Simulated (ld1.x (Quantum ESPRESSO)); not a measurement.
Varying the TM potential for Cr

Base potential:

```
Element                 : Cr (Z = 24)
Generator               : ld1.x (Quantum ESPRESSO) 7.5
Type                    : norm-conserving Troullier–Martins (Kleinman–Bylander form)
Functional              : LDA (PZ)
Relativity              : scalar-relativistic
Frozen core             : [Ar]
Valence charge          : 6
Reference configuration : 3d5 4s0.5 4p0.5
Partial waves           : 4s (bound): rc 2.40 bohr; 4p (bound): rc 2.55 bohr; 3d (bound): rc 2.05 bohr
Local potential         : the d channel
Core correction         : none
```

All-electron outer shells of the reference configuration (LDA (PZ), scalar-relativistic, ld1.x):

```csv
shell,level (eV),outermost node (bohr),outermost maximum (bohr)
3s,-74.29,0.36,0.78
3p,-46.08,0.33,0.80
4s,-4.71,1.12,2.71
3d,-3.84,–,0.84
4p,-1.51,1.25,3.80
```

Cutoffs, loose and tight: the cutoffs (Ry, on a coarse ladder) from which the occupation-weighted sum of valence levels, in a spherical-Bessel basis at the reference potential, stays within 10 and 1 mRy of its value at 400 Ry. They do not see the model core or the augmentation charge, which bear on the density cutoff. Test errors are all-electron minus pseudo excitation energies from the reference, over the configurations 3d5 4s1 4p0; 3d5 4s0 4p0; 3d4 4s0 4p0; 3d5.5 4s0.5 4p0; 3d4 4s1 4p0; 3d3 4s0 4p0; 3d4 4s1 4p1 (two spin-polarised tests are not counted in the largest error). A dash means not determined; rows that change the core or the reference have their own tests. The largest error is taken over the tests solved by every variant that gives reliable tests at all: 3d3 4s0 4p0; 3d4 4s0 4p0; 3d4 4s1 4p0; 3d5 4s0 4p0; 3d5 4s1 4p0.

A true bound ghost makes a file unfit for plane-wave use even where its test errors are small: the radial tests pick states by their node count and pass the ghost by. Where a test does run into it, the solver fails or the error is huge.

| change | outcome | cutoff, loose | cutoff, tight | bound ghosts | largest test error (meV) |
| --- | --- | --- | --- | --- | --- |
| base | generated | 60 Ry | 70 Ry | s, p | -216 |
| wave 3d (bound): rc 2.05 bohr becomes 3d (bound): rc 1.36 bohr | generated | 110 Ry | 140 Ry | s, p | -259 |
| wave 3d (bound): rc 2.05 bohr becomes 3d (bound): rc 1.62 bohr | generated | 90 Ry | 100 Ry | s, p | -274 |
| wave 3d (bound): rc 2.05 bohr becomes 3d (bound): rc 1.78 bohr | generated | 70 Ry | 90 Ry | s, p | -270 |
| wave 3d (bound): rc 2.05 bohr becomes 3d (bound): rc 2.00 bohr | generated | 60 Ry | 80 Ry | s, p | -231 |
| wave 3d (bound): rc 2.05 bohr becomes 3d (bound): rc 2.14 bohr | generated | 55 Ry | 70 Ry | s, p | -176 |
| wave 3d (bound): rc 2.05 bohr becomes 3d (bound): rc 2.38 bohr | failed: run_pseudo: Errors in PS-KS equation | – | – | – | – |
| wave 3d (bound): rc 2.05 bohr becomes 3d (bound): rc 2.68 bohr | generated | 40 Ry | 50 Ry | s | +247 |
| wave 3d (bound): rc 2.05 bohr becomes 3d (bound): rc 2.84 bohr | generated | 35 Ry | 45 Ry | s | +412 |
| wave 3d (bound): rc 2.05 bohr becomes 3d (bound): rc 3.06 bohr | generated | 35 Ry | 40 Ry | s | +721 |

Reading the sweep of the d radius (base included, trends over the rows without a ghost): Bound ghosts are found at 1.36, 1.62, 1.78, 2, 2.05, 2.14, 2.68, 2.84, 3.06 bohr. Every judged row has one, so this setting neither creates nor removes them. The generation fails at 2.38 bohr.
